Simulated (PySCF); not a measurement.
Screening by computed properties: pick the candidate that meets the target.

All species are isolated and taken at one optimised geometry, non-relativistic unless stated. Electronic properties by PySCF.

The conformers computed, where there is a choice (atom-mapped SMILES and torsion angles):
- `[CH:1]#[C:2][CH2:3][P:4]([CH2:5][CH2:6][CH3:7])[C:8]([F:9])([F:10])[F:11]`: C2–C3–P4–C5 -73°, C3–P4–C5–C6 -176°, P4–C5–C6–C7 -177°, C3–P4–C8–F9 55°
- `[CH2:1]=[C:2]([CH3:3])[Si@@H:4]([F:5])[SiH2:6][SiH3:7]`: C1–C2–Si4–F5 -8°, C2–Si4–Si6–Si7 -100°
- `[O:1]=[CH:2][NH:3][CH:4]=[O:5]`: O1–C2–N3–C4 0°, C2–N3–C4–O5 0°
- `[CH3:1][CH:2]([CH3:3])/[CH:4]=[P:5]\[C:6]([F:7])([F:8])[F:9]`: C1–C2–C4–P5 -103°, C4–P5–C6–F7 177°
- `[CH2:1]=[CH:2]/[C:3]([CH3:4])=[P:5]/[CH2:6][CH2:7][C:8]([F:9])([F:10])[F:11]`: C1–C2–C3–C4 -3°, C3–P5–C6–C7 77°, P5–C6–C7–C8 -178°, C6–C7–C8–F9 -61°
- `[CH3:1][CH2:2]/[C:3]([CH3:4])=[N:5]\[NH:6][CH:7]1[CH2:8][CH2:9]1`: C1–C2–C3–C4 93°, C3–N5–N6–C7 165°, N5–N6–C7–C8 174°

The conformers of `CCCCN1CCC=N1` aren't listed.

(1) Wanted: dipole moment above 2.4 D (PBE0/pcSseg-1) and smallest rotational constant above 2 GHz (GFN2-xTB), at GFN2-xTB geometries. Which candidate meets both?
A. `CC(C)/C=P\C(F)(F)F`
B. `C(NC=O)=O`
C. `C#CCP(CCC)C(F)(F)F`
D. `C=C(C)[Si@@H](F)[SiH2][SiH3]`

(2) Wanted: HOMO–LUMO gap above 7 eV (PBE0/pcSseg-1) and HOMO energy below -5.54 eV (PBE0/pcSseg-1), at GFN2-xTB geometries. Which candidate meets both?
A. `C#CCP(C(F)(F)F)CCC`
B. `CC(C)/C=P\C(F)(F)F`
C. `CCCCN1CCC=N1`
D. `CC/C(C)=N\NC1CC1`
E. `C=C/C(C)=P/CCC(F)(F)F`

## Answers

(1) B. Computed values:
```
                     species  dipole moment  smallest rotational constant
C=C(C)[Si@@H](F)[SiH2][SiH3]         1.79 D                     0.682 GHz
          C#CCP(CCC)C(F)(F)F         2.08 D                     0.491 GHz
          CC(C)/C=P\C(F)(F)F         2.77 D                     0.812 GHz
                   C(NC=O)=O         5.69 D                     3.266 GHz
```

(2) A. Computed values:
```
              species  HOMO–LUMO gap  HOMO energy
C=C/C(C)=P/CCC(F)(F)F        4.52 eV     -6.67 eV
   CC(C)/C=P\C(F)(F)F        5.73 eV     -7.80 eV
         CCCCN1CCC=N1        6.09 eV     -5.49 eV
     CC/C(C)=N\NC1CC1        6.27 eV     -5.60 eV
   C#CCP(C(F)(F)F)CCC        7.87 eV     -7.62 eV
```
